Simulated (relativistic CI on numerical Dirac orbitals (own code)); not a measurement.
**One change at a time: Hg¹²⁺**

Base calculation: Dirac-Coulomb-Breit CI, KLI orbitals optimised for each configuration, a model potential for QED, unscaled Slater integrals.

Configuration list (outside the closed core [Kr] 4d10): 4f14 5s2 5p6, 4f14 5s2 5p5 5d, 4f14 5s 5p6 5d, 4f14 5s2 5p5 5f, 4f14 5s2 5p5 5g, 4f14 5s2 5p5 6s, 4f13 5s2 5p6 5d, 4f14 5s 5p6 5f, 4f14 5s2 5p5 6p, 4f14 5s 5p6 5g, 4f14 5p6 5d2, 4f14 5p5 5d3, 4f14 5p5 5d2 5f, 4f14 5p5 5d2 5g, 4f14 5p5 5d2 6s, 4f13 5p6 5d3. Double excitations out of closed p, d and f shells are left out; levels of such configurations are missing from the list, as are those of other unlisted configurations, and high levels can miss mixing partners. These lack a partner that the ground configuration has and come out too high: 4f14 5s2 5p5 6p.

The lowest level and the first level of each name with at least 55 % of one term (blank where a level has no safe partner in the second run):

```tsv
Level	Base (cm⁻¹)	Shift (cm⁻¹)
4f14 5s2 5p6 1S_0	0	0
4f14 5s2 5p5 5d 3P°_0	468402	-73
4f14 5s2 5p5 5d 3P°_1	480126	-70
4f14 5s2 5p5 5d 3F°_3	494071	+1007
4f14 5s2 5p5 5d 3F°_4	507992	+1573
4f14 5s2 5p5 5d 3D°_3	535982	-22
4f14 5s2 5p5 5d 3D°_1	583627	+851
4f14 5s2 5p5 5d 3F°_2	664147	+1399
4f14 5s2 5p5 5d 1P°_1	744958	+4036
4f14 5s2 5p5 6s 3P°_2	868670	
4f14 5s2 5p5 6s 1P°_1	875338	
4f13 5s2 5p6 5d 3P°_2	917428	
4f13 5s2 5p6 5d 3P°_1	948505	
4f13 5s2 5p6 5d 3H°_6	950081
```

At this charge energies of transitions that change n are usually good to better than 1 %, and those within a shell (Δn = 0) to a few per cent. Levels and lines within the n = 5 or 6 shells can be off by up to 10 % or somewhat more, and those that change n by about 2 %, since core polarisation is missing.

Problem. One thing was changed in a second run, which moved the levels as shown. Which?
A. Breit term removed
B. P86 correlation estimate
C. QED terms removed
D. only the first 3 configurations

Solution. D. Only the first 3 configurations. With fewer configurations the levels that remain lose their mixing partners.

LS names give the leading component of a level, which can be under half, so a name can repeat, a term be missing and a line seem to break the LS rules.
